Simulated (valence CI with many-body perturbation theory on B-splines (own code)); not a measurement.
Sensitivity of CI+MBPT for Rh V

Calculated by valence CI with perturbative core correlation (CI+MBPT): five valence electrons over a frozen Dirac-Fock core [Kr], a basis of 6 s, 6 p, 5 d, 5 f, 1 g functions for each j, with the one-electron correlation potential Σ1 (screened to all orders), the two-electron term Σ2, the three-electron term Σ3, Breit, model QED; selected single and double excitations, second order for the rest, scaled by the run's own slope (own B-spline code, finite nucleus).

No measured spectrum was set against this ion. As an estimate, terms of the open shell hold to 2 to 4 % of their energy, and close levels can change places; different configurations can be misplaced against each other by 1,000 to 8,000 cm⁻¹. Among the levels kept, up to 640 cm⁻¹ of a level comes from second order outside the variational space, and about a tenth of that is noise between levels of different J, which matters for small intervals. Only levels of the ground parity were solved; by the run's estimate the other parity begins above the list, which can be wrong where configurations are misplaced.

The reference run has the lowest level 4d⁵ ⁶S_5/2 and an ionisation energy of 63.4817 eV. Its largest variational space holds 10038 state functions.

Names give the largest LS component (configuration and term), which can be under half, so a name can repeat, a term be missing and a line seem to break the LS rules; names also repeat where a configuration has a term twice.

Changed runs:
A. correlating orbitals by l 3 3 3 3 1 → 1 2 2 2 0; cutoff of virtual states (hartree) 4050 → 120
B. cutoff of virtual states (hartree) 4050 → 120; highest l with Σ1, explicit Σ2 and valence Breit (higher l get mean screening factors) 3 → 0
C. averaging of valence orbitals over low configurations on → off
D. start configuration 4d5 → 4s5 (bad on purpose)

Excitation energies of the reference run in cm⁻¹, and shifts in cm⁻¹:

```csv
Level,Reference,A,B,C
4d⁵ ⁴G_5/2,25399,+1109,+1684,+16
4d⁵ ⁴G_7/2,25785,+1107,+1697,+14
4d⁵ ⁴G_11/2,25924,+1112,+1729,+16
4d⁵ ⁴G_9/2,26018,+1106,+1691,+15
4d⁵ ⁴P_5/2,28548,+983,-300,+18
4d⁵ ⁴P_3/2,29187,+980,-473,+17
4d⁵ ⁴P_1/2,30147,+898,-863,+19
4d⁵ ⁴D_7/2,31488,+1389,+927,+4.4
4d⁵ ⁴D_1/2,32713,+1216,+335,+11
4d⁵ ⁴D_5/2,33346,+1157,+55,+12
4d⁵ ⁴D_3/2,33449,+1126,-26,+13
4d⁵ ²I_11/2,36933,+1551,+3247,+30
Ionisation energy (eV),63.4817,-0.0539,-0.0019,+0.0044
```

Run D: It gave no result: a shell was given more electrons than it holds. The program said: "a valence shell holds more than 4l+2 electrons".
